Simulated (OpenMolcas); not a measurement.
An OpenMolcas run meant for Zn I (ANO-RCC-VDZ, DKH3; inactive shells 1s 2s 2p 3s 3p 3d; intended active space 2 electrons in 4 orbitals (4s 4p)). One step of its input:

```
&RASSCF
FileOrb=start.orb
Symmetry=1
Spin=3
nActEl=2 0 0
Inactive=8 6
Ras2=1 3
CIRoot=3 3 1
SDav=3
CIMx=300
Iter=58 100
PrWF=0.3
OrbListing=Nothing
MaxOrb=0
Atom
Thrs=1.0e-2 5.0e-1 5.0e-1
```

The run finished. Its levels beside those of a sound run (CASSCF), in cm-1 above each run's lowest level:

| Level | This run | Usual run |
| --- | --- | --- |
| 4s2 1S0 | 0.0 | 0.0 |
| 4s 4p 3P* 0 | 28453 | 28660 |
| 4s 4p 3P* 1 | 28609 | 28816 |
| 4s 4p 3P* 2 | 28925 | 29130 |
| 4s 4p 1P* 1 | 52749 | 52944 |

Question: Which setting is unsound, and how much does it matter here?

Answer: The convergence thresholds are far too loose, so the orbitals stop early. Against the sound run the excited levels shown move by 200 cm-1 on average and by 210 cm-1 at most.

Some high roots are left out of the spin-orbit mixing, which shifts the levels that they would mix with. Without dynamic correlation excited terms often stand tens of per cent too high (terms of higher spin than the ground term too low), and those without a measured partner can miss by more than the paired ones. Only configurations of the active space appear.

* marks odd parity.
